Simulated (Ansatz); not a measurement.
Steps of a relaxation of C5H15FHfN2O (`CC(C)[NH][Hf]([OH])([F])[N](C)C`) with RKS PBE0-D4/def2-TZVP.

```sh
$ ansatz run in.yaml --threads 4 --pin off --events-out ev --progress --plain --max-ram 46080MiB --backend cuda --devices 0, --max-vram 37GiB
```

```yaml
crystal:
  periodic: [false, false, false]
  atoms:
    - {symbol: C, position_ang: [-0.861450, -1.869290, -1.480170]}
    - {symbol: C, position_ang: [-1.025360, -2.086560, 0.032560]}
    - {symbol: C, position_ang: [-2.441910, -1.663260, 0.462110]}
    - {symbol: N, position_ang: [0.006880, -1.313960, 0.706390]}
    - {symbol: Hf, position_ang: [0.118400, 0.406910, -0.292980]}
    - {symbol: O, position_ang: [-1.493830, 1.351650, -0.509850]}
    - {symbol: F, position_ang: [1.217190, 0.274160, -1.831470]}
    - {symbol: N, position_ang: [1.198920, 1.651800, 0.844170]}
    - {symbol: C, position_ang: [2.477580, 0.982190, 1.053850]}
    - {symbol: C, position_ang: [1.417240, 2.839140, 0.022810]}
    - {symbol: H, position_ang: [0.176620, -2.066240, -1.764520]}
    - {symbol: H, position_ang: [-1.514390, -2.536280, -2.042050]}
    - {symbol: H, position_ang: [-1.115360, -0.823010, -1.726880]}
    - {symbol: H, position_ang: [-0.899880, -3.163900, 0.254430]}
    - {symbol: H, position_ang: [-2.575230, -0.595870, 0.259100]}
    - {symbol: H, position_ang: [-3.196960, -2.227770, -0.081880]}
    - {symbol: H, position_ang: [-2.585440, -1.838350, 1.527660]}
    - {symbol: H, position_ang: [-0.177010, -1.345990, 1.714260]}
    - {symbol: H, position_ang: [-1.612030, 2.112560, 0.066330]}
    - {symbol: H, position_ang: [2.319840, 0.074530, 1.643840]}
    - {symbol: H, position_ang: [2.967130, 0.713870, 0.097960]}
    - {symbol: H, position_ang: [3.165910, 1.637280, 1.607540]}
    - {symbol: H, position_ang: [2.090650, 3.540480, 0.538340]}
    - {symbol: H, position_ang: [1.877510, 2.592890, -0.953610]}
    - {symbol: H, position_ang: [0.465010, 3.353010, -0.147930]}
basis:
  gaussian: {orbitals: def2-TZVP}
hamiltonian: {xc: pbe0, dispersion: d4}
relax: {f_tol: 0.005, max_steps: 150}
```

Positions (Å) and forces (eV/Å) along the path, 7 of 26 steps:

```xyz
25
step=1 energy=-14475.7732 eV
C    -0.861   -1.869   -1.480    0.203   -0.415    0.598
C    -1.025   -2.087    0.033   -0.576   -0.468   -0.086
C    -2.442   -1.663    0.462    0.450   -0.238   -0.123
N     0.007   -1.314    0.706   -0.746   -1.083    1.469
Hf    0.118    0.407   -0.293    1.942   -0.086    0.312
O    -1.494    1.352   -0.510   -2.155    1.502   -0.071
F     1.217    0.274   -1.831    0.737   -0.069   -1.232
N     1.199    1.652    0.844    0.791    0.540   -0.070
C     2.478    0.982    1.054   -0.018    0.104    0.289
C     1.417    2.839    0.023    0.032    0.182    0.348
H     0.177   -2.066   -1.765   -0.132    0.047   -0.146
H    -1.514   -2.536   -2.042   -0.102    0.246   -0.096
H    -1.115   -0.823   -1.727   -0.368   -0.487   -0.608
H    -0.900   -3.164    0.254    0.000    0.214   -0.194
H    -2.575   -0.596    0.259   -0.161   -0.113    0.039
H    -3.197   -2.228   -0.082   -0.170   -0.060   -0.050
H    -2.585   -1.838    1.528   -0.027   -0.004    0.124
H    -0.177   -1.346    1.714    0.388   -0.044   -0.368
H    -1.612    2.113    0.066   -0.386    0.053   -0.202
H     2.320    0.075    1.644    0.179   -0.006   -0.024
H     2.967    0.714    0.098    0.097   -0.007    0.190
H     3.166    1.637    1.608    0.015   -0.118   -0.012
H     2.091    3.540    0.538   -0.080    0.025   -0.104
H     1.878    2.593   -0.954   -0.044    0.196    0.094
H     0.465    3.353   -0.148    0.133    0.090   -0.078
25
step=6 energy=-14476.9098 eV
C    -1.164   -2.101   -1.502   -0.025   -0.048   -0.015
C    -1.176   -2.158    0.019    0.085    0.073    0.062
C    -2.591   -1.943    0.546   -0.069   -0.009   -0.014
N    -0.243   -1.158    0.547   -0.104   -0.144    0.023
Hf    0.195    0.554   -0.485    0.061    0.072   -0.127
O    -1.426    1.610   -0.786   -0.188    0.475    0.462
F     1.033    0.192   -2.195   -0.113   -0.041    0.055
N     1.545    1.685    0.537    0.528    0.358   -0.006
C     2.742    1.113    1.142    0.102    0.197   -0.056
C     1.738    3.084    0.150    0.280   -0.101    0.096
H    -0.155   -2.241   -1.898   -0.034   -0.009   -0.007
H    -1.812   -2.870   -1.931    0.037    0.031    0.045
H    -1.554   -1.142   -1.872   -0.002   -0.001    0.023
H    -0.838   -3.163    0.318   -0.017    0.087   -0.029
H    -2.940   -0.941    0.268    0.035   -0.126    0.037
H    -3.290   -2.680    0.129    0.082    0.058    0.065
H    -2.623   -2.024    1.637    0.008    0.013   -0.037
H    -0.059   -1.310    1.533   -0.025    0.046   -0.127
H    -1.971    2.207   -0.254    0.291   -0.453   -0.452
H     2.532    0.103    1.522    0.090    0.139   -0.088
H     3.594    1.044    0.423   -0.402    0.050    0.351
H     3.090    1.726    2.006   -0.209   -0.274   -0.365
H     2.109    3.694    1.007   -0.208   -0.309   -0.363
H     2.476    3.200   -0.683   -0.344   -0.072    0.459
H     0.786    3.519   -0.179    0.141   -0.016    0.006
25
step=8 energy=-14477.0730 eV
C    -1.243   -2.112   -1.497    0.104    0.093    0.048
C    -1.159   -2.117    0.019   -0.084    0.066    0.387
C    -2.546   -2.005    0.637   -0.093   -0.172   -0.076
N    -0.303   -1.036    0.491    0.123   -0.012   -0.143
Hf    0.232    0.586   -0.621    0.154    0.410    0.138
O    -1.229    1.837   -0.909    0.273   -0.115   -0.137
F     0.966    0.085   -2.330    0.074   -0.108   -0.240
N     1.632    1.668    0.392   -0.464   -0.417   -0.148
C     2.724    1.070    1.108    0.021   -0.048    0.083
C     1.776    3.086    0.221   -0.158    0.113   -0.110
H    -0.251   -2.198   -1.944   -0.008   -0.030   -0.058
H    -1.859   -2.936   -1.860   -0.006   -0.004    0.020
H    -1.706   -1.187   -1.864   -0.040    0.030   -0.018
H    -0.727   -3.080    0.322    0.030   -0.066    0.003
H    -3.017   -1.065    0.335    0.011   -0.002    0.000
H    -3.179   -2.832    0.305   -0.076   -0.002    0.039
H    -2.505   -2.027    1.729    0.045    0.006   -0.014
H    -0.125   -1.090    1.487   -0.096   -0.084   -0.044
H    -1.980    2.210   -0.470   -0.357    0.114    0.095
H     2.550   -0.001    1.279    0.037    0.100   -0.042
H     3.670    1.176    0.564    0.139   -0.025    0.026
H     2.846    1.546    2.091    0.070   -0.056    0.059
H     1.904    3.592    1.185    0.022    0.096    0.074
H     2.645    3.324   -0.405    0.110    0.138   -0.017
H     0.885    3.505   -0.265    0.168   -0.023    0.075
25
step=17 energy=-14477.2298 eV
C    -1.466   -2.004   -1.420   -0.008    0.002    0.005
C    -1.177   -1.985    0.072   -0.003    0.010   -0.005
C    -2.468   -1.991    0.878    0.009    0.003   -0.008
N    -0.353   -0.831    0.390    0.009   -0.006    0.011
Hf    0.425    0.574   -0.873   -0.023   -0.041   -0.058
O    -0.920    1.757   -1.627    0.027   -0.035    0.026
F     1.458   -0.331   -2.245   -0.021    0.020    0.034
N     1.645    1.673    0.310    0.040    0.056    0.032
C     2.819    1.008    0.829   -0.021    0.015   -0.036
C     1.586    3.069    0.668   -0.003   -0.087   -0.024
H    -0.543   -2.045   -2.006    0.001   -0.001   -0.001
H    -2.068   -2.872   -1.695    0.002   -0.001   -0.001
H    -2.032   -1.110   -1.712    0.003   -0.001    0.001
H    -0.627   -2.908    0.312    0.000   -0.003    0.000
H    -3.068   -1.108    0.639    0.000    0.003    0.001
H    -3.063   -2.884    0.666    0.001    0.003    0.000
H    -2.258   -1.975    1.951   -0.001    0.001    0.004
H    -0.183   -0.770    1.386    0.000   -0.002   -0.003
H    -1.850    1.927   -1.744   -0.011    0.027   -0.020
H     2.846   -0.044    0.520    0.000    0.001   -0.001
H     3.748    1.475    0.472   -0.005    0.001    0.004
H     2.839    1.020    1.928    0.004    0.005    0.015
H     1.545    3.203    1.758   -0.002    0.012    0.020
H     2.468    3.616    0.304    0.003    0.014    0.002
H     0.699    3.537    0.237   -0.002    0.007    0.003
25
step=22 energy=-14477.2344 eV
C    -1.479   -2.006   -1.406    0.005   -0.004   -0.001
C    -1.203   -1.984    0.089   -0.008    0.005   -0.003
C    -2.501   -1.914    0.881    0.006   -0.002   -0.001
N    -0.326   -0.870    0.400    0.002    0.006    0.007
Hf    0.464    0.518   -0.876    0.002   -0.020   -0.021
O    -0.867    1.689   -1.662   -0.019    0.000    0.004
F     1.520   -0.415   -2.207   -0.001    0.012    0.007
N     1.666    1.636    0.309    0.000    0.008    0.001
C     2.919    1.067    0.749   -0.007    0.006    0.009
C     1.482    2.994    0.755    0.005   -0.011    0.003
H    -0.553   -2.097   -1.982   -0.003    0.002    0.003
H    -2.118   -2.847   -1.679   -0.002    0.000    0.000
H    -1.999   -1.090   -1.714    0.001   -0.001    0.000
H    -0.703   -2.931    0.344    0.000    0.002    0.000
H    -3.049   -1.001    0.629    0.001   -0.001   -0.001
H    -3.142   -2.775    0.670   -0.002   -0.001    0.001
H    -2.301   -1.900    1.956   -0.001    0.000    0.000
H    -0.148   -0.813    1.395   -0.001   -0.002    0.000
H    -1.759    1.919   -1.901    0.018   -0.002    0.001
H     3.041    0.043    0.377   -0.003   -0.006   -0.005
H     3.781    1.648    0.390    0.002    0.002   -0.001
H     2.982    1.023    1.846    0.001    0.000   -0.001
H     1.466    3.060    1.853    0.002    0.002   -0.001
H     2.290    3.650    0.401    0.001    0.003    0.000
H     0.538    3.397    0.382   -0.001    0.001   -0.002
25
step=25 energy=-14477.2346 eV
C    -1.473   -2.010   -1.405    0.001    0.005   -0.001
C    -1.200   -1.985    0.090    0.001   -0.004    0.006
C    -2.499   -1.915    0.879   -0.004   -0.001    0.000
N    -0.324   -0.869    0.401    0.003    0.001   -0.008
Hf    0.458    0.522   -0.875   -0.011    0.002    0.007
O    -0.880    1.689   -1.653    0.004   -0.002    0.001
F     1.519   -0.398   -2.211    0.003   -0.002   -0.004
N     1.659    1.642    0.310    0.000    0.001   -0.002
C     2.906    1.059    0.749    0.003    0.001   -0.002
C     1.490    3.002    0.754    0.002    0.002   -0.002
H    -0.545   -2.103   -1.979    0.000    0.001   -0.001
H    -2.113   -2.851   -1.678    0.001    0.000    0.003
H    -1.991   -1.094   -1.716    0.000    0.000   -0.002
H    -0.699   -2.931    0.348    0.000    0.000    0.001
H    -3.049   -1.005    0.622    0.000    0.000    0.000
H    -3.137   -2.778    0.671    0.000    0.001    0.000
H    -2.301   -1.895    1.955    0.001    0.000    0.000
H    -0.144   -0.814    1.396   -0.001   -0.001    0.000
H    -1.768    1.924   -1.904    0.000    0.001   -0.001
H     3.017    0.034    0.376   -0.001    0.003    0.001
H     3.774    1.630    0.390   -0.002   -0.002    0.001
H     2.969    1.014    1.846    0.000    0.000    0.001
H     1.477    3.069    1.852    0.000    0.000    0.001
H     2.304    3.649    0.398   -0.002   -0.001    0.001
H     0.549    3.414    0.382    0.001   -0.002    0.000
25
step=26 energy=-14477.2346 eV
C    -1.471   -2.010   -1.405   -0.002   -0.003   -0.001
C    -1.199   -1.985    0.090    0.003    0.002   -0.002
C    -2.498   -1.915    0.879   -0.002    0.001    0.002
N    -0.323   -0.870    0.401    0.000    0.000    0.000
Hf    0.456    0.524   -0.875   -0.004    0.001    0.003
O    -0.882    1.690   -1.652    0.002   -0.001    0.001
F     1.517   -0.396   -2.212    0.002   -0.001   -0.003
N     1.658    1.643    0.309    0.002   -0.001    0.000
C     2.903    1.058    0.750    0.002   -0.001   -0.002
C     1.491    3.003    0.754    0.000    0.002   -0.001
H    -0.543   -2.104   -1.978    0.000    0.000    0.000
H    -2.111   -2.852   -1.677    0.000    0.000   -0.001
H    -1.989   -1.094   -1.716    0.000    0.000    0.001
H    -0.698   -2.932    0.349    0.000    0.000    0.000
H    -3.048   -1.006    0.622    0.000    0.000    0.000
H    -3.137   -2.779    0.671    0.001    0.000    0.000
H    -2.301   -1.896    1.954    0.000    0.000    0.000
H    -0.142   -0.815    1.396    0.001    0.001    0.001
H    -1.769    1.927   -1.906    0.000    0.001   -0.001
H     3.011    0.032    0.376   -0.001    0.002    0.001
H     3.772    1.627    0.390   -0.001   -0.001    0.001
H     2.966    1.012    1.847    0.000    0.001    0.001
H     1.479    3.071    1.852    0.000    0.000    0.000
H     2.307    3.649    0.398   -0.001   -0.001    0.001
H     0.551    3.417    0.382    0.001    0.000    0.000
```

It took 4.7 min on 4 threads of an AMD EPYC 7R13 on a shared host and a share of an NVIDIA H100 80 GB, with 1.3 GiB of host memory at the peak.
